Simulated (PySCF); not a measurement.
**NbH₆⁻: fields on a plane**

Level of theory: PySCF, PBE0, basis Nb def2-TZVPD with ECP28, H def2-TZVPD (scalar-relativistic core potentials, no spin–orbit coupling, density fitting).

The singlet minimum has Nb–H 1.768 Å (×5), Nb–H 1.849 Å; H–Nb–H 66.1° (×5), H–Nb–H 112.0° (×5), H–Nb–H 123.8° (×5).

The plane holds Nb1 at (0.00, 0.00), H2 at (1.77, 0.00), H3 at (-0.98, 1.47) Å. Columns run from x = -2.85 to 4.05 Å, rows from y = 3.75 (top) to -1.95 Å, in steps of 0.3 Å. Other isomers or separated fragments may lie lower. Core electrons replaced by a potential are absent, the electrostatic potential uses the reduced nuclear charge, and values within about 0.7 Å of such atoms have no physical meaning.

Give the electron density (e/Å³) (cut at 5 e/Å³). Every second row and column.


```
0.00 0.00 0.00 0.00 0.00 0.00 0.00 0.00 0.00 0.00 0.00 0.00
0.00 0.00 0.00 0.01 0.01 0.00 0.00 0.00 0.00 0.00 0.00 0.00
0.00 0.01 0.02 0.05 0.04 0.02 0.01 0.01 0.00 0.00 0.00 0.00
0.00 0.02 0.11 0.39 0.21 0.08 0.06 0.03 0.01 0.00 0.00 0.00
0.00 0.03 0.22 1.70 0.58 0.22 0.17 0.09 0.03 0.01 0.00 0.00
0.00 0.02 0.12 0.45 1.21 1.76 0.43 0.23 0.17 0.05 0.01 0.00
0.00 0.01 0.05 0.39 5.00 0.46 1.86 0.84 1.06 0.12 0.02 0.00
0.00 0.01 0.03 0.23 3.49 5.00 1.15 0.48 0.44 0.09 0.01 0.00
0.00 0.01 0.03 0.09 0.27 0.35 0.13 0.09 0.07 0.02 0.01 0.00
0.00 0.00 0.02 0.05 0.07 0.04 0.02 0.02 0.01 0.01 0.00 0.00
```

Give the electron localisation function (set to 0 where the density is under 0.005 e/Å³). Lower edges of the bins: '0' 0.000, '1' 0.100, '2' 0.200, '3' 0.300, '4' 0.400, '5' 0.500, '6' 0.600, '7' 0.700, '8' 0.800, '9' 0.900; top 1.00.


```
000000000000000000000000
000000000000000000000000
000005531000000000000000
000789874100100000000000
007999997211243000000000
059999998422565310000000
069999999524786310000000
069999999524775210000000
058999999413553222210000
036899995211222357753000
013567644564114899997000
000111258788328999999500
000000178007649999999600
000000178008649999999700
000000158888538999999600
000000015775216999998000
000001111111003689985000
000123321000001246540000
000146653100000011100000
000257764100000000000000
```

The lowest empty level of this anion is unbound, so it and the gap depend on the basis.
